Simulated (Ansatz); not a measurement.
Geometry optimisation, RKS PBE0-D4/def2-SVP (Ansatz 0.2.0).

input.yaml

```yaml
crystal:
  periodic: [false, false, false]
  atoms:
    - { symbol: B, position_ang: [-1.9103, 0.82045, -0.01817] }
    - { symbol: S, position_ang: [-1.07753, 0.48399, 1.49503] }
    - { symbol: Al, position_ang: [0.89699, -0.32229, 0.8732] }
    - { symbol: "N", position_ang: [1.42388, -0.67399, -0.78102] }
    - { symbol: H, position_ang: [-2.98781, 1.26679, 0.04927] }
    - { symbol: H, position_ang: [-1.40779, 0.60656, -1.05656] }
    - { symbol: H, position_ang: [1.7933, -0.56252, 2.08546] }
    - { symbol: H, position_ang: [0.83519, -0.49631, -1.58486] }
    - { symbol: H, position_ang: [2.30055, -1.05423, -1.11944] }
basis:
  gaussian: { orbitals: def2-SVP }
hamiltonian:
  xc: pbe0
  dispersion: d4
relax:
  f_tol: 0.015
  max_steps: 40
```

Launched with:

```bash
$ ansatz run input.yaml --threads 1 --pin off --max-ram 2048MiB --backend cpu --events-out ev --progress --plain --runs-dir out
```

Where does it end, and by what steps?

The forces met the threshold. After 7 steps the energy has fallen by 0.112 eV; H7 moved furthest, 0.17 Å.

```csv
step,energy less start (eV),largest force component (eV/Å),accepted
0,0.0000,0.914,yes
1,-0.0952,0.432,yes
2,-0.1036,0.187,yes
3,-0.1079,0.118,yes
4,-0.1027,0.099,no
5,-0.1103,0.083,yes
6,-0.1120,0.038,yes
7,-0.1121,0.014,yes
```

```xyz
9
Properties=species:S:1:pos:R:3
B -1.848 0.790 -0.060
S -1.076 0.502 1.521
Al 0.905 -0.319 0.933
N 1.307 -0.619 -0.758
H -2.968 1.236 -0.044
H -1.294 0.560 -1.109
H 1.942 -0.640 2.079
H 0.702 -0.449 -1.553
H 2.197 -0.993 -1.068
```

Whether the end is a true minimum wasn't checked by a vibrational analysis.

Run time: 100 s on 1 CPU thread of a shared host.
